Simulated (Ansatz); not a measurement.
Computed with Ansatz.

A structure relaxed at PBE0-D4/def2-TZVP, charge 0, multiplicity 1:

Cartesian coordinates in Å:
```
C 0.872 -0.623 -0.815
N 0.451 0.001 0.420
Ga -1.158 0.709 0.773
Cl -2.682 0.682 -0.710
Cl -1.569 1.581 2.666
H 1.163 -1.668 -0.666
H 1.717 -0.095 -1.272
H 0.052 -0.612 -1.536
H 1.154 0.027 1.140
```

(1) Give its formula and SMILES.

(2) Point group (tolerance 0.08 Å, 0.16 Å for H)?

(3) Summarise the bond lengths by kind.

## Answers

(1) CH4Cl2GaN, `C[NH][Ga]([Cl])[Cl]`.

(2) Cs.

(3) 1 × C–N 1.446 Å; 3 × C–H 1.091 to 1.096 Å; 1 × Ga–N 1.792 Å; 1 × H–N 1.007 Å; 2 × Cl–Ga 2.125 to 2.127 Å.
